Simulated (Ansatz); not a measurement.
Species: H6AlSi2, SMILES `[SiH3][Al][SiH3]` (charge 0, multiplicity 2), formula H$_{6}$AlSi$_{2}$.

Question: How many basis functions does frozen-core CCSD(T)/cc-pVTZ // r2SCAN-D4/def2-TZVP (Ansatz, a first-principles code) use, how many core orbitals are frozen, and how many electrons are correlated?

Answer: 186 basis functions and 15 frozen orbitals, which leaves 17 correlated electrons. Core time is of the order of minutes.
